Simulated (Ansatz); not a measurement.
S-phenylphenoxathiinium tetracyanoborate, `N#C[B-](C#N)(C#N)C#N.c1ccc([S+]2c3ccccc3Oc3ccccc32)cc1`. Charge 0, multiplicity 1. Geometry PBE-D4/def2-SVP.

```
atom   x (Å)   y (Å)   z (Å)
  N1   6.139  -1.521  -1.961
  C2   5.045  -1.357  -1.574
  B3   3.567  -1.136  -1.049
  C4   2.855   0.140  -1.711
  N5   2.215   1.038  -2.116
  C6   3.503  -0.901   0.536
  N7   3.305  -0.703   1.676
  C8   2.602  -2.376  -1.354
  N9   1.786  -3.198  -1.545
 C10  -2.014  -2.131   3.460
 C11  -2.747  -1.612   2.378
 C12  -2.084  -1.024   1.293
 C13  -0.683  -0.972   1.321
 S14   0.293  -0.232  -0.017
 C15   0.288   1.503   0.405
 C16   1.287   1.957   1.283
 C17   1.283   3.295   1.688
 C18   0.289   4.169   1.210
 C19  -0.692   3.717   0.323
 C20  -0.697   2.375  -0.093
 O21  -1.677   2.023  -0.979
 C22  -1.646   0.858  -1.690
 C23  -2.532   0.775  -2.778
 C24  -2.562  -0.377  -3.569
 C25  -1.706  -1.459  -3.294
 C26  -0.821  -1.393  -2.215
 C27  -0.806  -0.238  -1.411
 C28   0.074  -1.493   2.384
 C29  -0.612  -2.070   3.463
 H30  -2.545  -2.591   4.307
 H31  -3.846  -1.667   2.377
 H32  -2.649  -0.628   0.435
 H33   2.056   1.255   1.644
 H34   2.061   3.656   2.375
 H35   0.285   5.223   1.525
 H36  -1.465   4.386  -0.080
 H37  -3.177   1.641  -2.986
 H38  -3.256  -0.426  -4.421
 H39  -1.722  -2.359  -3.926
 H40  -0.132  -2.226  -1.992
 H41   1.176  -1.439   2.372
 H42  -0.039  -2.482   4.307
```

Single mean-field runs in def2-SVP, def2-TZVP are fitted with def2-universal-jkfit.

Problem. Estimate the orbital energies around the gap (eV) in Ansatz with PBE-D4/def2-SVP, PBE-D4/def2-TZVP, BLYP-D4/def2-TZVP, PBE0-D4/def2-SVP, r2SCAN0-D4/def2-TZVP.

Solution. 
| orbital | PBE-D4/def2-SVP | PBE-D4/def2-TZVP | BLYP-D4/def2-TZVP | PBE0-D4/def2-SVP | r2SCAN0-D4/def2-TZVP |
| --- | --- | --- | --- | --- | --- |
| HOMO−5 | -7.36 | -7.47 | -7.28 | -8.59 | -8.97 |
| HOMO−4 | -7.31 | -7.38 | -7.22 | -8.58 | -8.73 |
| HOMO−3 | -7.15 | -7.36 | -7.21 | -8.52 | -8.62 |
| HOMO−2 | -7.10 | -7.36 | -7.19 | -8.44 | -8.54 |
| HOMO−1 | -7.09 | -7.31 | -7.12 | -8.36 | -8.44 |
| HOMO | -6.49 | -6.52 | -6.33 | -7.52 | -7.61 |
| LUMO | -3.08 | -3.19 | -3.00 | -2.29 | -2.30 |
| LUMO+1 | -2.87 | -2.99 | -2.80 | -2.08 | -2.10 |
| LUMO+2 | -2.49 | -2.58 | -2.41 | -1.64 | -1.62 |
| LUMO+3 | -2.31 | -2.39 | -2.22 | -1.43 | -1.40 |
| LUMO+4 | -2.19 | -2.27 | -2.10 | -1.30 | -1.26 |
| LUMO+5 | -1.80 | -1.93 | -1.76 | -0.88 | -0.88 |
